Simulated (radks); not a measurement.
Values are calculated unless marked as measured or tabulated.
Polarisability of neutral bismuth, [Hg] 6p3, at imaginary frequency. Code: a radial shooting solver on a logarithmic mesh with Libxc functionals. Model: scalar-relativistic Kohn-Sham, PBE, spin-polarised, spherical densities, finite nucleus; open shells are filled with parallel spins first (spin-orbit coupling, left out, can overturn this in heavy ions); Fermi nuclear charge, rms radius 5.5211 fm. Response by self-consistent Sternheimer equations with the Hartree and adiabatic LDA kernel, the relativistic mass of each level held fixed and spin-orbit coupling left out.

| w (hartree) | alpha1(iw) (bohr^3) |
|---|---|
| 0.00266 | 55.93 |
| 0.0143 | 55.73 |
| 0.0360 | 54.64 |
| 0.0697 | 51.47 |
| 0.118 | 45.30 |
| 0.186 | 36.61 |
| 0.280 | 27.21 |
| 0.413 | 18.83 |
| 0.605 | 12.32 |
| 0.892 | 7.729 |
| 1.35 | 4.658 |
| 2.12 | 2.615 |
| 3.59 | 1.261 |
| 6.94 | 0.4621 |
| 17.5 | 0.1080 |

Static values: alpha1 = 55.94 bohr^3 (8.289 angstrom^3; uncoupled 82.57). C6 = 672.3, triple-dipole C9 = 25980 atomic units. One-pole (London) frequency 4 C6 / (3 alpha1^2) = 0.286 hartree, against 0.190 for minus the highest occupied eigenvalue. Recommended static value: 48 bohr^3 (Schwerdtfeger and Nagle, 2023 table).
